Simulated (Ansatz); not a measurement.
Consider the homolysis of the Ga–O bond: `CC[O][GaH2]` → `[GaH2]`• + `CC[O]`•.

Isolated molecules relaxed with PBE0-D4/def2-TZVP in Ansatz; ΔE leaves out vibrations. CCSD(T)/CBS adds triple-zeta CCSD(T) − MP2 to the extrapolated MP2 energy (def2 sets, frozen cores). Functionals use def2-TZVPP. No spin–orbit coupling; open shells (•) take unrestricted orbitals. For Ga outer-core shells are correlated without core-valence functions, which leaves a few kJ/mol of doubt a bond. Scalar relativity is left out up to krypton. Each species was taken in one conformer, which may not be the lowest.

| level | ΔE (kcal/mol) |
| --- | --- |
| PBE-QIDH | 98.4 |
| revPBE | 85.5 |
| r2SCAN | 92.2 |
| CCSD/CBS(def2) | 100.8 |

What does CCSD(T)/CBS give? (An estimate is asked.)

The calculation gave: +103.7 kcal/mol. The listed levels differ from it by -5.3, -18.2, -11.5, -2.9 kcal/mol.

Largest T1 diagnostic among the species: 0.018.

From r2SCAN to r2SCAN0 (25 % exact exchange), in def2-TZVPP and without D4, ΔE moves by −1.8 kcal/mol: exact exchange takes away binding that semilocal exchange gives to molecules. The D4 term adds +3.6 kcal/mol with B3LYP and +1.9 kcal/mol with PBE0; it sums over pairs of atoms, weighted by their polarisabilities, and B3LYP, whose exchange is more repulsive, gets the larger term. In def2-TZVPP, CCSD(T) changes the Hartree–Fock value by +35.3 kcal/mol (the triples alone add +3.0 kcal/mol) and MP2 by +44.6 kcal/mol; breaking electron pairs costs correlation energy, which Hartree–Fock lacks.

B3LYP here is the variant with VWN-RPA as its local correlation; programs differ in this.
